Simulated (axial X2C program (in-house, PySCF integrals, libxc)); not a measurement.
**Which molecule has these constants?**

Computed with an in-house relativistic program for diatomic molecules, spin-free (one-electron X2C) or two-component (2c: spin–orbit coupling with atomic mean-field Coulomb and Gaunt terms, which also bring small scalar terms), in Dyall basis sets with cores contracted in-house; open shells are unrestricted.

A two-component PBE0 calculation in a Dyall 3-zeta basis gave Re = 2.508 Å, ωe = 333.8 cm⁻¹, Ω = 3/2.

Problem. Which molecule is it?
A. LiSb⁻
B. LiN⁻
C. LiAs⁻

Solution. C. The others have LiN⁻ 1.915 Å and 589.1 cm⁻¹ (Ω = 3/2); LiSb⁻ 2.559 Å and 375.3 cm⁻¹ (Ω = 3/2).

Each entry is the lowest single determinant of a limited PBE0 search at one distance. De goes to single-determinant-based atoms at the same level (for ions the charge split of lowest energy) and is withheld (n/a) where an atom does not fit its ground term or J level. Main or longest-lived isotopes. One determinant is a doubtful description, or other states lie close, for LiAs⁻, LiN⁻, LiSb⁻; these need not be ground states, and all values refer to the states named. With several unpaired electrons the Ω given is that of one determinant, not necessarily of the lowest component. The functionals have no current term, which raises determinants with orbital currents.
